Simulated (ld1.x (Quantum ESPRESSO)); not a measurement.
Before and after: TM potential for iron (Fe)

Fe, norm-conserving Troullier–Martins (Kleinman–Bylander form), made with ld1.x (Quantum ESPRESSO) 7.5 (PBE, scalar-relativistic). Core [Ar], reference 3d6 4s1.75 4p0.25. Waves: 4s (bound): rc 1.65 bohr; 4p (bound): rc 2.80 bohr; 3d (bound): rc 1.60 bohr. Local part: all-electron potential smoothed inside 1.70 bohr (lloc = -1). Core correction: a·sin(br)/r model core, default radius (core density twice the valence density).

Change: local potential the s channel.

Cutoffs: the cutoffs (Ry, on a coarse ladder) from which the occupation-weighted sum of valence levels, in a spherical-Bessel basis at the reference potential, stays within 10 and 1 mRy of its value at 400 Ry; they do not see the model core or the augmentation charge, which bear on the density cutoff. Errors are all-electron minus pseudo energies relative to the spin-unpolarised reference configuration.

Problem. Predict the effect on cutoff, ghosts and configuration errors.

Solution. The potential gets neither clearly harder nor softer (100 Ry and 160 Ry → 100 Ry and 160 Ry); the bound ghost in s disappears; of the 7 tests that both files solve, the error grows in 3 and shrinks in 2 by more than 15 % and 0.3 meV (median size 6.1 → 20.1 meV); the range in which the s phases agree widens (upper end -0.1 → 1.2); the range in which the p phases agree widens (upper end 1.6 → 2.9). In the separable form a ghost depends on how the local part lies against the semilocal potential of the channel, so the choice of the local part can create or remove one.

```csv
quantity,base,changed
"cutoff, loose",100 Ry,100 Ry
"cutoff, tight",160 Ry,160 Ry
loose cutoff by channel (10 mRy a level),"s 10 Ry, p 6 Ry, d 90 Ry","p 6 Ry, d 90 Ry, s 21 Ry"
bound ghosts,s,none
"error for 3d6 4s2 4p0, meV [ΔE -1.00 eV]",+0.3,+0.2
"error for 3d6 4s1 4p0, meV [ΔE 7.73 eV]",+5.5,-2.3
"error for 3d6 4s0 4p0, meV [ΔE 23.93 eV]",-19,-20
"error for 3d6 4s1 4p1, meV [ΔE 3.11 eV]",+1.3,-0.1
"error for 3d6.5 4s1.5 4p0, meV [ΔE -1.73 eV]",-6.1,-53
"error for 3d7 4s1 4p0, meV [ΔE -1.79 eV]",-62,-184
"error for 3d4 4s0 4p0, meV [ΔE 111.25 eV]",-1275,-2074
s: phases at 3.04 bohr within 0.05 rad from the reference energy up to (Ry; the scan ends near 5),-0.1,1.2
p: phases at 3.04 bohr within 0.05 rad from the reference energy up to (Ry; the scan ends near 5),1.6,2.9
d: phases at 3.04 bohr within 0.05 rad from the reference energy up to (Ry; the scan ends near 5),0.8,0.5
```

 A true bound ghost makes a file unfit for plane-wave use even where its test errors are small: the radial tests pick states by their node count and pass the ghost by.
